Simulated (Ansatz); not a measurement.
`[Cl][Al]([Br])[Br]` + `[BH2][AlH2]` → `[AlH2][BH][Al]([Cl])[Br]` + HBr at 500 K and 1 bar (formal exchange of groups at the Al–Br bond).

Isolated molecules relaxed with PBE0-D4/def2-TZVP in Ansatz; ΔE leaves out vibrations. CCSD(T)/CBS adds triple-zeta CCSD(T) − MP2 to the extrapolated MP2 energy (def2 sets, frozen cores). This one scheme is used for every species. For Br outer-core shells are correlated without core-valence functions, which leaves a few kJ/mol of doubt a bond. Scalar relativity is left out up to krypton. One conformer a species, not always the lowest.

```csv
species,CCSD(T)/CBS energy (Eh),H − E (kJ/mol),S (J/(mol·K))
`[Cl][Al]([Br])[Br]`,-5848.64059,43.6,385.9
`[BH2][AlH2]`,-269.14094,113.4,300.6
`[AlH2][BH][Al]([Cl])[Br]`,-3543.80544,126.0,484.7
HBr,-2573.91920,30.5,213.7
```

H − E and S are ideal-gas, rigid-rotor, harmonic terms from PBE0-D4/def2-TZVP, for one conformer and one mirror image of each species. 1 Eh = 2625.50 kJ/mol, R = 8.31446 J/(mol·K).

**Question.** By hand: ΔE, ΔH, ΔS and ΔG.

**Answer.** ΔE = (-3543.80544) + (-2573.91920) − (-5848.64059) − (-269.14094) = 0.05689 Eh = 149.4 kJ/mol. Δ(H − E) = 126.0 + 30.5 − 43.6 − 113.4 = -0.5, so ΔH = 148.9 kJ/mol. ΔS = 484.7 + 213.7 − 385.9 − 300.6 = 11.9 J/(mol·K). ΔG = 148.9 − 500 × (11.9)/1000 = 143.0 kJ/mol.

**Question.** By hand: the equilibrium constant, and the temperature at which ΔG would vanish if ΔH and ΔS stayed fixed.

**Answer.** log₁₀ K = −ΔG/(RT ln 10) = -14.9. ΔG = 0 at ΔH/ΔS = 12513 K, far beyond where these terms or the molecules hold.

The number of gas molecules stays the same, so ΔS is small and ΔH decides. A doubt of 5 kJ/mol in ΔE shifts log₁₀ K by 0.5 here. Other conformers and mirror images would add mixing entropy, several J/(mol·K) or more a flexible species. Modes under 60 cm⁻¹, often nearly free rotors, make the harmonic entropy too high. These are equilibria of isolated gas molecules and say nothing of rates. Largest T1 diagnostic: 0.010 (customary marks: 0.02 for closed shells, 0.045 for open ones).
